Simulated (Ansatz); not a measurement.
Ansatz results at the PBE0-D4/def2-TZVP geometry: HOMO energy (B3LYP/def2-TZVPP) -7.25 eV; LUMO energy (B3LYP/def2-TZVPP) -2.68 eV; HOMO–LUMO gap (ωB97M-V/def2-TZVPP) 8.60 eV.

Each molecule was computed in one conformer, which needn't be the lowest.

(1) Which molecule gave them?
A. `[SiH3]BCS[SiH3]`
B. `FC[BH][GeH2][AlH2]`
C. `[SiH3]C1CCC1`
D. `[NH2][AlH][SiH]1[SiH2]S1`

Answers

(1) B. The others give `[SiH3]BCS[SiH3]`: -6.84, -2.37, 9.05; `[NH2][AlH][SiH]1[SiH2]S1`: -6.64, -1.72, 8.88; `[SiH3]C1CCC1`: -7.84, 0.55, 12.60.

B3LYP here is the variant with VWN-RPA as its local correlation; programs differ in this.
